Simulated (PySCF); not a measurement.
## Radial density of S²⁺ (sulfur, charge +2)

UHF, [Ne] 3s2 3p2, high-spin 3P determinant. All numbers are calculated (PySCF 2.14, no relativity, point nucleus, in pcseg-2 (5s4p2d1f, 34 functions)).

```csv
r (bohr),4πr²ρ (e/bohr),4πr²(ρα − ρβ)
0.00208,0.1357,0.0000
0.00349,0.3662,0.0000
0.00587,0.9611,0.0001
0.00988,2.391,0.0003
0.0166,5.458,0.0007
0.0279,10.76,0.0023
0.0470,16.71,0.0089
0.0791,17.84,0.0381
0.133,12.95,0.1329
0.224,14.01,0.2804
0.376,17.34,0.1950
0.633,7.641,0.0164
1.06,2.717,0.8712
1.79,2.334,1.1731
3.01,0.3295,0.2108
5.07,0.003777,0.0026
```
